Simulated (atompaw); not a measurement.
# gallium: PAW (atompaw) pseudisation with LDA (PW92), scalar-relativistic reference atom.

- Element: gallium
- Generator: atompaw 4.2.0.5
- Type: PAW
- Functional: LDA (PW92)
- Relativity: scalar-relativistic
- Frozen core: [Ar]
- Valence charge: 13
- Reference configuration: 3d10 4s2 4p0 (charge +1)
- Partial waves: 4s (bound): rc 2.50 bohr; 4s channel at 1.3 Ry: rc 1.40 bohr; 4p (bound, empty): rc 2.50 bohr; 4p channel at 0.45 Ry: rc 2.50 bohr; 3d (bound): rc 1.50 bohr; 3d channel at 3.2 Ry: rc 1.50 bohr
- Local potential: bessel scheme, radius 2.00 bohr
- Core correction: smooth core density matched at 2.05 bohr
- Augmentation charge: besselshape compensation charge, radius 2.25 bohr; PAW radius 2.50 bohr; waves and projectors: custom rrkj vanderbiltortho

What the tests gave:

- Cutoffs needed: 50 Ry and 90 Ry (the cutoffs (Ry, on a coarse ladder) from which the occupation-weighted sum of valence levels, in a spherical-Bessel basis at the reference potential, stays within 10 and 1 mRy of its value at 400 Ry)
- Ghost test: no extra level below or beside the all-electron valence levels (s, p, d, f tested) (spherical-Bessel basis up to 400 Ry, 20 bohr box)
- Lowest eigenvalue of the overlap operator: 0.35 (s channel)
- Overlap eigenvalues printed by atompaw (projector basis): 0.00707, 0.0985, 0.226, 32.2, 43.7, 70
- Share of each valence orbital outside the PAW sphere: 4s 31 %, 4p 56 %, 3d 1 %

Generation and tests took about 2.7 s on one core of a shared server CPU.
